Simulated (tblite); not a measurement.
C7H14N2.
Numbering: `[CH3:1][CH2:2][C:3]1=[N:4][N:5]([CH3:6])[CH2:7][C@@H:8]1[CH3:9]` (hydrogens: H10, H11, H12 on C1; H13, H14 on C2; H15, H16, H17 on C6; H18, H19 on C7; H20 on C8; H21, H22, H23 on C9)

Structure used (GFN2-xTB), in Å, numbered top down from 1:
```
atom  x, y, z in Å
C1     2.9297   -0.0582    0.3335
C2     1.8904   -0.2281   -0.7757
C3     0.5072   -0.3181   -0.2358
N4    -0.1983   -1.3746   -0.3220
N5    -1.3762   -1.2323    0.3389
C6    -2.4858   -1.9846   -0.1784
C7    -1.5921    0.1772    0.6783
C8    -0.1959    0.8014    0.5208
C9    -0.1921    2.1417   -0.2050
H10    2.8840   -0.8975    1.0229
H11    2.7528    0.8581    0.8917
H12    3.9290   -0.0132   -0.0930
H13    2.0931   -1.1427   -1.3344
H14    1.9568    0.6196   -1.4632
H15   -2.9492   -1.5045   -1.0523
H16   -3.2378   -2.0931    0.6036
H17   -2.1193   -2.9667   -0.4673
H18   -2.3097    0.6346   -0.0198
H19   -1.9923    0.2542    1.6905
H20    0.2779    0.9231    1.5015
H21   -0.7973    2.8653    0.3379
H22   -0.5993    2.0331   -1.2085
H23    0.8199    2.5322   -0.2815
```

Calculated harmonic vibrations of the isolated species, GFN2-xTB (tblite), most abundant isotopes, no scaling. The method is semi-empirical: single wavenumbers can be off by several per cent or more. One conformer, not necessarily the lowest.

Harmonic wavenumbers (cm⁻¹): 49.7, 85.8, 124.7, 171.6, 186.9, 211.7, 220.4, 254.1, 284.0, 382.9, 404.1, 446.8, 552.7, 626.9, 638.0, 793.5, 834.5, 910.8, 933.4, 957.6, 997.1, 1018.4, 1049.3, 1078.3, 1084.8, 1093.7, 1125.1, 1146.1, 1161.6, 1197.8, 1215.4, 1236.5, 1244.7, 1289.8, 1302.3, 1326.4, 1347.9, 1398.9, 1405.3, 1409.6, 1466.5, 1468.8, 1481.9, 1486.0, 1501.0, 1502.2, 1504.1, 1505.8, 1689.4, 2854.3, 2870.9, 2913.3, 2953.9, 2971.7, 2998.0, 3001.6, 3022.6, 3027.6, 3034.1, 3037.6, 3038.1, 3044.8, 3045.0.

A = 2566, B = 1202, C = 916.2 MHz; mass 126.116 u (most abundant isotopes); point group C1, symmetry number 1.

Task: What is the zero-point energy?

Result: Half the sum of the wavenumbers: 44309 cm⁻¹ = 126.69 kcal/mol.

Task: Give the ideal-gas entropy at 500 K and 1 bar in the rigid-rotor, harmonic-oscillator model (classical rotation).

Result: Translation 43.00, rotation 30.66, vibration 51.23: S = 124.9 cal/(mol K).

Task: And Cp and H(500 K) − H(0)?

Result: Cp = 62.18 cal/(mol K), of which vibrations give 54.23 (their classical limit is 63 R = 125.2); H(500 K) − H(0) = 17.44 kcal/mol without the zero-point energy, 13.46 from vibrations.

Task: Blend soft modes into free rotors: weight 1/[1 + (100 cm⁻¹/ν̃)⁴] for the oscillator and the rest for a rotor with moment μB/(μ + B), μ = h/(8π²ν), B = 10⁻⁴⁴ kg m². What vibrational entropy results?

Result: 48.34 cal/(mol K) in place of 51.23, which changes −T·S at 500 K by +1.44 kcal/mol.

Task: What must be added to the electronic energy to get the Gibbs energy at 500 K and 1 bar?

Result: ZPE + [H(500 K) − H(0)] − T·S = 126.69 + 17.44 − 62.45 = 81.68 kcal/mol.

Task: How do the functions run with temperature in this model?

Result: 
| T (K) | S (cal/(mol K)) | Cp (cal/(mol K)) | H − H(0) (kcal/mol) | G − H(0) (kcal/mol) | ln q(vib) |
| --- | --- | --- | --- | --- | --- |
| 100 | 68.8 | 19.3 | 1.29 | -5.59 | 1.50 |
| 200 | 85.4 | 29.3 | 3.74 | -13.34 | 4.15 |
| 300 | 99.2 | 39.8 | 7.18 | -22.58 | 6.84 |
| 800 | 159.7 | 85.8 | 39.93 | -87.83 | 20.30 |
| 1000 | 180.0 | 96.3 | 58.20 | -121.84 | 25.47 |

q(vib) and H(0) count from the zero-point level.

Hindered rotation and anharmonicity are outside this model. Other conformers, if any are populated, would add a mixing term that is left out. The structure is chiral; the term R ln 2 for an equal mix with its mirror image is left out.
